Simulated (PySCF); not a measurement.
C5H12Si2.
Cartesian coordinates in Å at the PBE0-D3(BJ)/def2-SVP level; atoms count from 1:
```xyz
19
C5H12Si2 angstrom
C      0.6904   -1.8442   -2.7587
C      0.7489   -1.0483   -1.6881
C      0.3610    0.3923   -1.6531
Si    -1.2975    0.6609   -0.7687
C     -1.3433   -0.2222    0.8983
C     -0.5175   -0.0422    1.9465
Si     0.8929    1.1880    2.0655
H      0.3676   -1.4668   -3.7347
H      0.9653   -2.9002   -2.6982
H      1.0735   -1.4779   -0.7315
H      0.2631    0.8065   -2.6707
H      1.1243    0.9939   -1.1302
H     -2.3912    0.0855   -1.6093
H     -1.5456    2.1286   -0.6044
H     -2.1221   -0.9923    1.0033
H     -0.6755   -0.6727    2.8348
H      2.2086    0.5059    1.8534
H      0.9078    1.8099    3.4242
H      0.7435    2.2612    1.0365
```

Level of theory: PySCF, PBE0-D3(BJ)/def2-SVP geometry optimisation, gas phase.

Masses are those of the commonest isotopes; rigid-rotor values at the optimised geometry. The values belong to one conformer with, in the numbering `[CH2:1]=[CH:2][CH2:3][SiH2:4]/[CH:5]=[CH:6]\[SiH3:7]`, C1–C2–C3–Si4 105°, C2–C3–Si4–C5 49°, C3–Si4–C5–C6 59°.

Question: What are A, B and C (GHz)?

Answer: Ia = 203.73, Ib = 538.90, Ic = 602.82 u·Å²; 505379 MHz·u·Å²/I gives 2481, 937.8 and 838.4 MHz, that is A = 2.4807, B = 0.9378, C = 0.8384 GHz.

Question: Classify the top.

Answer: An asymmetric top; Ray's κ = -0.879.

Question: Is it planar, by Δ = Ic − Ia − Ib?

Answer: Not planar: Δ = Ic − Ia − Ib = -139.81 u·Å². For a rigid frame Δ = −2 Σ m c², so Σ m c² = 69.91 u·Å² lies off the ab plane: 21.21 from hydrogen and 48.69 from heavier atoms. The atom farthest from that plane is 1.98 Å away.

Question: Give the other two planar moments, Paa and Pbb, and the rms extents of the mass along the axes.

Answer: Paa = Σ m a² = (Ib + Ic − Ia)/2 = 469.00 and Pbb = Σ m b² = (Ia + Ic − Ib)/2 = 133.82 u·Å². With the mass M = 128.05 u, the rms extents √(P/M) along a, b and c are 1.91, 1.02, 0.74 Å.

Question: Where do the levels up to J = 5 lie, in cm⁻¹?

Answer: Above 0(0,0):
J = 1: 1(0,1) 0.0592, 1(1,1) 0.1107, 1(1,0) 0.1140
J = 2: 2(0,2) 0.1776, 2(1,2) 0.2259, 2(1,1) 0.2358, 2(2,1) 0.3902, 2(2,0) 0.3904
J = 3: 3(0,3) 0.3547, 3(1,3) 0.3986, 3(1,2) 0.4185, 3(2,2) 0.5680, 3(2,1) 0.5687, 3(3,1) 0.8337, 3(3,0) 0.8337
J = 4: 4(0,4) 0.5902, 4(1,4) 0.6286, 4(1,3) 0.6617, 4(2,3) 0.8048, 4(2,2) 0.8071, 4(3,2) 1.0710, 4(3,1) 1.0710, 4(4,1) 1.4426, 4(4,0) 1.4426
J = 5: 5(0,5) 0.8834, 5(1,5) 0.9159, 5(1,4) 0.9655, 5(2,4) 1.1007, 5(2,3) 1.1060, 5(3,3) 1.3677, 5(3,2) 1.3678, 5(4,2) 1.7391, 5(4,1) 1.7391, 5(5,1) 2.2169, 5(5,0) 2.2169
Those of J = 1 are B + C, A + C and A + B.

Question: Predict some low-J microwave lines.

Answer: The dipole components are |μa| = 0.22 D, |μb| = 0.06 D, |μc| = 0.39 D. Intensities carry the squares of the components, which stand as 0.31 : 0.03 : 1.00 (a : b : c). Some lines, for components of 0.1 D or more:

```csv
type,branch,"J(Ka,Kc)",MHz,lower level (cm⁻¹)
c,Q,"5(1,5) ← 5(0,5)",975,0.883
c,Q,"4(1,4) ← 4(0,4)",1153,0.590
a,R,"3(1,2) ← 2(1,1)",5475,0.236
a,R,"4(1,4) ← 3(1,3)",6897,0.399
a,R,"4(0,4) ← 3(0,3)",7059,0.355
a,R,"4(2,2) ← 3(2,1)",7147,0.569
a,R,"4(1,3) ← 3(1,2)",7294,0.418
c,Q,"4(3,2) ← 4(2,2)",7909,0.807
a,R,"5(3,3) ← 4(3,2)",8895,1.071
a,R,"5(3,2) ← 4(3,1)",8898,1.071
a,R,"5(2,3) ← 4(2,2)",8961,0.807
a,R,"5(1,4) ← 4(1,3)",9108,0.662
c,Q,"4(4,1) ← 4(3,1)",11139,1.071
c,R,"5(3,2) ← 4(2,2)",16808,0.807
c,R,"4(4,0) ← 3(3,0)",18253,0.834
c,R,"5(4,2) ← 4(3,2)",20031,1.071
```

Question: Estimate the classical rotational partition function at 10 K, 100 K and 298.15 K.

Answer: Point group C1, symmetry number σ = 1; q = (√π/σ)·√((kT/h)³/(ABC)), k/h = 20836.6 MHz/K: 3820 at 10 K, 121000 at 100 K, 621000 at 298.15 K.

Stationary, but not proved a minimum. These are rigid-rotor constants of the computed structure; measured ground-state constants (B0) also hold zero-point vibration. A rigid rotor knows nothing of internal rotation, which can split or shift real lines.

The run took 2.3 min wall on one thread, Arm Neoverse V1 (shared host). This is the geometry optimisation.
